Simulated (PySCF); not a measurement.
Al(Cl)(I)(OMe) (CH3AlClIO), SMILES [O](C)[Al]([Cl])[I].

Coordinates come from a B3LYP-D3(BJ)/def2-SVP optimisation. The structure was generated by enumeration; whether it is a known compound was not checked. The def2 effective core potentials stand for the cores of I; spin–orbit coupling is left out. The values are those of a single conformer.

Method: PBE/def2-TZVP (PySCF).

Symmetry labels are those of the subgroup Cs that the program uses (full group Cs).

Computed valence orbital energies around the gap with their symmetry:
```tsv
orbital	symmetry	energy (eV)
HOMO−7	A'	-10.14
HOMO−6	A'	-8.77
HOMO−5	A"	-8.33
HOMO−4	A'	-8.03
HOMO−3	A"	-7.22
HOMO−2	A'	-7.20
HOMO−1	A"	-6.92
HOMO	A'	-6.82
LUMO	A'	-2.05
LUMO+1	A"	-1.56
LUMO+2	A'	0.25
LUMO+3	A'	0.69
```
